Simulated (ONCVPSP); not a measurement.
# platinum, ONCV: configuration errors across variants

* Element: platinum
* Generator: ONCVPSP 4.0.1
* Type: optimised norm-conserving Vanderbilt (ONCV)
* Functional: PBE
* Relativity: fully relativistic
* Frozen core: [Kr] 4d10 4f14 5s2
* Valence charge: 16
* Reference configuration: 5p6 5d9 6s0.5 (charge +0.5)
* Partial waves: 6s: rc 2.05 bohr, ncon 4, nbas 8, qcut 2.6 1/bohr, 2 projectors, debl 2.9 Ha; 5p: rc 1.60 bohr, ncon 5, nbas 9, qcut 6.9 1/bohr, 2 projectors, debl 0.5 Ha; 5d: rc 2.15 bohr, ncon 5, nbas 9, qcut 8.4 1/bohr, 2 projectors, debl 0.8 Ha
* Local potential: polynomial inside 1.05 bohr (lpopt 5, dvloc0 0 Ha)
* Core correction: polynomial model core, fcfact 0.65

Open shells are filled in proportion to 2j + 1.

In the p channel the program set the typed energies aside and used -2.056, 0.250 Ha (j = l + 1/2; the other j can differ).

All-electron excitation energies from the reference (eV): (1) 5p6 5d9 6s1 -3.703; (2) 5p6 5d9 6s0 5.508; (3) 5p6 5d8 6s0 25.489; (4) 5p6 5d9.5 6s0.5 -3.835.

2 further variants failed, have other tests or too few solved ones, and are left out.

A true bound ghost makes a file unfit for plane-wave use even where its test errors are small: the radial tests pick states by their node count and pass the ghost by.

Errors AE − PS in meV (a dash: test not solved or not reliable):

```tsv
change	(1)	(2)	(3)	(4)	bound ghosts	GHOST(+) flags above zero
base	-2.5	-3.3	+1.2	-0.3	s	s
all radii but the core radius scaled by about 0.95 (s 1.94, p 1.52, d 2.04 bohr); local potential polynomial inside 1.00 bohr (lpopt 5, dvloc0 0 Ha)	-2.4	-3.2	+0.7	-0.3	s	s, p3/2
all radii but the core radius scaled by about 1.03 (s 2.12, p 1.64, d 2.22 bohr); local potential polynomial inside 1.08 bohr (lpopt 5, dvloc0 0 Ha)	-2.5	-3.3	+1.5	-0.3	s	s
all radii but the core radius scaled by about 1.18 (s 2.42, p 1.88, d 2.54 bohr); local potential polynomial inside 1.24 bohr (lpopt 5, dvloc0 0 Ha)	-1.8	-2.6	-0.5	+0.1	s	s
all radii but the core radius scaled by about 1.26 (s 2.58, p 2.02, d 2.70 bohr); local potential polynomial inside 1.32 bohr (lpopt 5, dvloc0 0 Ha)	-1.3	-2.2	-3.3	+0.6	s	s
all radii but the core radius scaled by about 1.32 (s 2.72, p 2.12, d 2.84 bohr); local potential polynomial inside 1.38 bohr (lpopt 5, dvloc0 0 Ha)	-1.3	-2.3	-8.2	+0.8	s	none
```

Problem. Give the same row for: all radii but the core radius scaled by about 1.07 (s 2.18, p 1.70, d 2.30 bohr); local potential polynomial inside 1.12 bohr (lpopt 5, dvloc0 0 Ha).

Solution. -2.4, -3.2, +1.5, -0.3; bound ghosts: s; GHOST(+) flags above zero: s.
